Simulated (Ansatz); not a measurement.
F3SV (`[F][V]([F])([F])=[S]`), charge 0, multiplicity 1.

(1) Give a relaxed structure at PBE0-D4/def2-TZVP (Ansatz 0.2.0). (An estimate is asked.)

Answers

(1) The calculation gave: 
```xyz
5

F    -0.948   -1.438   -0.190
V    -0.045   -0.006    0.049
F     0.783   -0.072    1.544
F    -1.077    1.358    0.006
S     1.287    0.158   -1.409
```
Point group C3v.
